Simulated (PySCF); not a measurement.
# `FBOCCCC`, C$_{4}$H$_{10}$BFO

Geometry (Å), atoms numbered from 1 in this order:
```xyz
17

C    -2.424    0.645   -0.189
C    -1.027    0.765    0.405
C    -0.380   -0.604    0.611
C     1.041   -0.484    1.164
O     1.868    0.210    0.257
B     2.848   -0.328   -0.449
F     3.484    0.494   -1.276
H    -2.386    0.153   -1.159
H    -3.070    0.063    0.465
H    -2.867    1.629   -0.322
H    -1.083    1.282    1.365
H    -0.393    1.356   -0.256
H    -0.340   -1.135   -0.343
H    -0.972   -1.198    1.309
H     1.033    0.095    2.094
H     1.452   -1.481    1.366
H     3.209   -1.450   -0.402
```

Computed, not measured: GIAO HF/pcSseg-1 magnetisability, rotational g tensor and spin-rotation constants, non-relativistic, gas phase in PySCF. Geometry: GFN2-xTB.

Task: Give the nuclear spin-rotation constants along the inertial axes (H = +C I·J) beside the isotropic shieldings.

Result: Rotational constants 5.6362, 1.0679, 0.9603 GHz. A star marks the isotopologue with that one atom substituted, in its own axes.
| atom | isotope | Caa (kHz) | Cbb (kHz) | Ccc (kHz) | mean (kHz) | σ (ppm) |
| --- | --- | --- | --- | --- | --- | --- |
| B6 | 11B | 1.227 | 0.259 | 0.192 | 0.559 | 89.0 |
| F7 | 19F | 7.697 | 0.717 | 0.861 | 3.091 | 301.4 |
| H8 | 1H | -0.596 | -0.093 | -0.012 | -0.234 | 31.2 |
| H9 | 1H | -0.284 | -0.047 | -0.107 | -0.146 | 31.2 |
| H10 | 1H | -0.496 | -0.051 | -0.059 | -0.202 | 30.7 |
| H11 | 1H | -0.586 | -0.095 | -0.009 | -0.230 | 31.1 |
| H12 | 1H | -0.299 | -0.031 | -0.099 | -0.143 | 30.2 |
| H13 | 1H | -0.592 | -0.102 | -0.003 | -0.232 | 30.9 |
| H14 | 1H | -0.309 | -0.037 | -0.112 | -0.153 | 31.0 |
| H15 | 1H | -0.549 | -0.097 | 0.028 | -0.206 | 28.3 |
| H16 | 1H | -0.464 | -0.022 | -0.051 | -0.179 | 28.0 |
| H17 | 1H | -0.427 | -0.045 | -0.028 | -0.167 | 28.2 |
| C1 | 13C* | 0.697 | 0.139 | 0.125 | 0.320 | 176.7 |
| C2 | 13C* | 0.823 | 0.151 | 0.118 | 0.364 | 171.7 |
| C3 | 13C* | 0.842 | 0.173 | 0.163 | 0.393 | 156.0 |
| C4 | 13C* | 1.055 | 0.198 | 0.211 | 0.488 | 130.2 |
| O5 | 17O* | -0.782 | -0.233 | -0.086 | -0.367 | 215.2 |

For the geometry as given, no vibrational averaging.

Task: How do the rotational constants and the g tensor change when H8, H9, H10, H11, H12, H13, H14, H15, H16, H17 are replaced by deuterium?

Result: Constants 4.3867, 0.9421, 0.8475 GHz; g -0.0110, -0.0054, -0.0052, against -0.0134, -0.0060, -0.0056 before.
